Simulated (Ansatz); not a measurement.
Start from `B[SiH2]N` and change one atom or group to get `B[SiH](N)P`.

Ansatz, PBE0-D4/def2-TZVP geometries, multiplicity 1. Each molecule was computed in one conformer, which needn't be the lowest.

```json
{"property": "LUMO energy (ωB97M-V/def2-TZVPP) / eV", "`B[SiH2]N`": "-0.29"}
{"property": "HOMO energy (B3LYP/def2-TZVPP) / eV", "`B[SiH2]N`": "-7.04"}
{"property": "HOMO–LUMO gap (PBE/def2-TZVPP) / eV", "`B[SiH2]N`": "2.62"}
{"property": "HOMO–LUMO gap (ωB97M-V/def2-TZVPP) / eV", "`B[SiH2]N`": "9.29"}
{"property": "LUMO energy (PBE0/def2-TZVPP) / eV", "`B[SiH2]N`": "-2.25"}
{"property": "ideal-gas entropy at 298 K and 1 bar (rigid rotor, harmonic PBE0-D4/def2-TZVP) / J/(mol·K)", "`B[SiH2]N`": "304"}
```

Q: What does the change do to each property? (Estimate.)

A: Computed: 
```
                                                                                  property  `B[SiH](N)P`  shift
                                                     LUMO energy (ωB97M-V/def2-TZVPP) / eV          1.21   1.50
                                                       HOMO energy (B3LYP/def2-TZVPP) / eV         -6.41   0.63
                                                       HOMO–LUMO gap (PBE/def2-TZVPP) / eV          4.10   1.48
                                                   HOMO–LUMO gap (ωB97M-V/def2-TZVPP) / eV          9.81   0.52
                                                        LUMO energy (PBE0/def2-TZVPP) / eV         -0.60   1.65
ideal-gas entropy at 298 K and 1 bar (rigid rotor, harmonic PBE0-D4/def2-TZVP) / J/(mol·K)           341     37
```

With PBE0 the HOMO rises by 0.63 eV and the LUMO rises by 1.65 eV, so the gap widens by about 1.02 eV. PBE moves the HOMO by 0.29 eV and ωB97M-V by 0.98 eV. The zero-point energy changes by 29.6 kJ/mol with +6 modes.

B3LYP here is the variant with VWN-RPA as its local correlation; programs differ in this.
